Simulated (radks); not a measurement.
Values are calculated unless marked as measured or tabulated.
Spherical quantum dot in the effective-mass picture: electrons in a hard-walled sphere of radius 1.41, with a point charge +1 (a donor) at the centre, all in effective atomic units (hartree* = m*/eps^2 hartree, bohr* = eps/m* bohr), one dielectric constant everywhere. Level of theory: non-relativistic Kohn-Sham, r2SCAN, spin-polarised, spherical densities, generalised Kohn-Sham scheme (a radial shooting solver with Libxc functionals). Levels are named by radial order and angular momentum (1s, 1p, 1d, 2s, ...), and open shells are averaged over m. Each electron was tried in the lowest free levels, single moves between levels near the top were tried too, and the lowest total energy was kept; such a search can miss a lower state. The series stops at N = 9: beyond it a trial failed or the search could not be trusted, so later rows were left out. At N = 1 the Hartree and exchange-correlation terms need not cancel, so that row can carry a self-interaction error.

N,open shells,2S,E (hartree*),addition energy mu(N+1) - mu(N) (hartree*),e(HOMO) (hartree*),rms radius (bohr*)
1,"1s(up 1, down 0)",1,0.624233,1.333,1.0879,0.6911
2,none,0,2.58165,3.881,2.4134,0.7110
3,"1p(up 1, down 0)",1,8.42053,0.8705,6.2620,0.7716
4,"1p(up 2, down 0)",2,15.1299,0.9246,7.1659,0.8024
5,"1p(up 3, down 0)",3,22.7640,1.356,8.1059,0.8221
6,"1p(up 3, down 1)",2,31.7543,0.8576,9.4098,0.8370
7,"1p(up 3, down 2)",1,41.6022,0.9036,10.294,0.8486
8,none,0,52.3538,4.065,11.212,0.8581
9,"1d(up 1, down 0)",1,67.1699,-,15.244,0.8729

All shells are closed at N = 2, 8 (there: 1s2 1p6); the second difference of the energy has clear peaks (12 % above both neighbours; the first and last values, which can be the largest, are not judged, and half-filled shells can peak too) at N = 2, 5.
